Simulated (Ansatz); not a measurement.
Start from `BN(CC=C)C(C)(C)C` and change one atom or group to get `BN(C)CC=C`.

Ansatz, PBE0-D4/def2-TZVP geometries, multiplicity 1. Each molecule was computed in one conformer, which needn't be the lowest.

| property | `BN(CC=C)C(C)(C)C` |
| --- | --- |
| HOMO energy (B3LYP/def2-TZVPP) / eV | -7.08 |
| HOMO–LUMO gap (ωB97M-V/def2-TZVPP) / eV | 11.43 |
| HOMO–LUMO gap (PBE/def2-TZVPP) / eV | 5.31 |
| HOMO–LUMO gap (PBE0/def2-TZVPP) / eV | 7.41 |
| size of the dipole moment (ωB97M-V/def2-TZVPP) / D | 2.02 |
| HOMO energy (ωB97M-V/def2-TZVPP) / eV | -9.60 |

Problem. Give the same properties after the change, and the shifts. (Best estimate.)

Solution. Ansatz gave: 
```
                                          property  `BN(C)CC=C`  shift
               HOMO energy (B3LYP/def2-TZVPP) / eV        -7.26  -0.18
           HOMO–LUMO gap (ωB97M-V/def2-TZVPP) / eV        11.58   0.15
               HOMO–LUMO gap (PBE/def2-TZVPP) / eV         5.38   0.07
              HOMO–LUMO gap (PBE0/def2-TZVPP) / eV         7.55   0.14
size of the dipole moment (ωB97M-V/def2-TZVPP) / D         1.91  -0.11
             HOMO energy (ωB97M-V/def2-TZVPP) / eV        -9.77  -0.17
```

Dipoles are sizes alone; their direction can turn.

Positive LUMOs are unbound, so they and the gaps depend on the basis.

B3LYP here is the variant with VWN-RPA as its local correlation; programs differ in this.
